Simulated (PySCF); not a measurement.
C₅H₅FS, SMILES FCc1cccs1 (GFN2-xTB optimised geometry):

```
12

F      1.612    -1.937     0.000
C      0.230    -1.937     0.000
C     -0.303    -0.547     0.000
C     -0.413     0.305    -1.057
C     -0.933     1.567    -0.696
C     -1.209     1.654     0.630
S     -0.834     0.204     1.468
H     -0.080    -2.486     0.895
H     -0.074    -2.478    -0.904
H     -0.131     0.039    -2.060
H     -1.094     2.368    -1.393
H     -1.612     2.486     1.173
```

Calculation: PySCF with B3LYP/def2-TZVP.

Question: What are the frontier orbital energies and the dipole moment?

Answer: HOMO-2 -9.36 eV, HOMO-1 -7.23 eV, HOMO -6.84 eV, LUMO -1.00 eV, LUMO+1 0.22 eV; dipole moment 1.93 D.

Meta-Löwdin charges at B3LYP/def2-TZVP: F1 -0.33, C2 0.09, C3 -0.14, C4 -0.14, C5 -0.14, C6 -0.26, S7 0.30, H8 0.11, H9 0.12, H10 0.13, H11 0.13, H12 0.14.
